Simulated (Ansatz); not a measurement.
Input file for Ansatz (a quantum-chemistry and plane-wave program): R-B3LYP-D3(BJ)/def2-TZVP on FHZn (SMILES [F][ZnH]).

Ansatz 0.2 input:
```yaml
crystal:
  periodic: [false, false, false]
  atoms:
    - {symbol: Zn, position_ang: [-0.01606310, -0.08683763, -0.00632414]}
    - {symbol: H, position_ang: [-1.16431776, -0.99764012, -0.24844940]}
    - {symbol: F, position_ang: [1.15550431, 1.11990646, 0.20203380]}
basis:
  gaussian:
    orbitals: def2-TZVP
hamiltonian:
  xc: b3lyp
  dispersion: d3bj
relax: {f_tol: 0.003, max_steps: 120}
```

### Question
Give the final energy of this run.

### Answer
-1879.9606 hartree.

### Question
How many basis functions does it have, and what does it roughly cost on one machine?

### Answer
85 functions; roughly 21 core-seconds.
